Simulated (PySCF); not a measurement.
Magnetisability: `CC[C@@]1(F)CC[S@]1=O`, C5H9FOS

Geometry:
```csv
atom,x (Å),y (Å),z (Å)
C1,2.290,0.312,-0.034
C2,0.994,-0.148,0.626
C3,-0.061,-0.498,-0.399
F4,0.446,-1.338,-1.364
C5,-1.416,-0.974,0.123
C6,-2.163,0.343,-0.056
S7,-0.853,1.038,-1.195
O8,-0.298,2.236,-0.576
H9,2.681,-0.463,-0.688
H10,2.111,1.210,-0.619
H11,3.034,0.535,0.725
H12,1.180,-1.021,1.258
H13,0.596,0.656,1.249
H14,-1.808,-1.754,-0.529
H15,-1.391,-1.354,1.145
H16,-3.144,0.278,-0.515
H17,-2.204,0.953,0.841
```

Method: GIAO LDA/MINI magnetisability, rotational g tensor and spin-rotation constants, non-relativistic, gas phase (PySCF 2.14.0). Geometry: GFN2-xTB.

Q: What are the magnetisability and the molar susceptibility?

A: Isotropic -1436 × 10⁻³⁰ J/T², or -86.5 × 10⁻⁶ cm³/mol; principal values -1583, -1456, -1269 × 10⁻³⁰ J/T², anisotropy 274 × 10⁻³⁰ J/T² (root of half the summed squared differences of the principal values). The susceptibility is in cgs units.

Q: Split it along the inertial axes a, b, c into diamagnetic and paramagnetic parts about the centre of mass, with the quadrupole moment.

A: 
| axis | χ (10⁻⁶ cm³/mol) | diamagnetic (10⁻⁶ cm³/mol) | paramagnetic (10⁻⁶ cm³/mol) | summed x² of all electrons (Å²) | quadrupole Θ (D Å) |
| --- | --- | --- | --- | --- | --- |
| a | -90.8 | -640.1 | 549.3 | 147.0 | +3.00 |
| b | -87.3 | -835.8 | 748.6 | 100.8 | -5.10 |
| c | -81.4 | -1051.3 | 969.9 | 50.0 | +2.09 |

Anisotropies 2χaa − χbb − χcc = -12.9 and 2χbb − χaa − χcc = -2.3 × 10⁻⁶ cm³/mol. Θ is traceless in Buckingham's convention.

Q: And the rotational g tensor?

A: 
| axis | rotational constant (GHz) | g | nuclear part | electronic part |
| --- | --- | --- | --- | --- |
| a | 2.2705 | -0.0227 | 0.5632 | -0.5859 |
| b | 1.6966 | -0.0160 | 0.5806 | -0.5966 |
| c | 1.2904 | -0.0183 | 0.5697 | -0.5879 |

Asymmetric top; isotopes 12C, 19F, 1H, 16O, 32S; no vibrational averaging.
